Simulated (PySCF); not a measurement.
**Ge⁺ (germanium, charge +1) across methods**

[Ar] 3d10 4s2 4p1, 2P determinant. Calculation: PySCF 2.14, in aug-cc-pVDZ-PP with ECP10MDF (5s4p3d, 32 functions); scalar relativity through the core potential. The B2PLYP total includes its PT2 part (frozen core); its orbital energies are those of the SCF part.

| method | E (hartree) | mean ε 4s α (eV) | mean ε 4s β (eV) | mean ε 4p α (eV) | Σ⟨r²⟩ (bohr²) | ⟨S²⟩ |
| --- | --- | --- | --- | --- | --- | --- |
| PBE0 | -294.1899 | -21.423 | -20.293 | -12.761 | 27.78 | 0.753 |
| UHF | -293.06941 | -24.582 | -22.285 | -15.533 | 28.22 | 0.760 |
| B2PLYP | -293.8466 | -22.634 | -21.202 | -13.690 | 27.93 | 0.754 |
| PBE | -294.2271 | -20.099 | -19.292 | -11.640 | 27.80 | 0.752 |
| LC-wPBE | -294.2626 | -24.525 | -23.147 | -15.470 | 27.63 | 0.755 |
| r2SCAN | -294.1086 | -20.509 | -19.617 | -12.031 | 27.61 | 0.755 |
| LDA | -293.7508 | -20.412 | -19.691 | -11.630 | 27.70 | 0.751 |
| BLYP | -294.2061 | -20.030 | -19.371 | -11.437 | 27.81 | 0.751 |

(1) Estimate the same row for BHandHLYP.

Energies and moments cover only the electrons outside the core potential.

Results:

(1) E (hartree) = -294.0868; mean ε 4s α (eV) = -22.667; mean ε 4s β (eV) = -21.359; mean ε 4p α (eV) = -13.671; Σ⟨r²⟩ (bohr²) = 27.84; ⟨S²⟩ = 0.753.
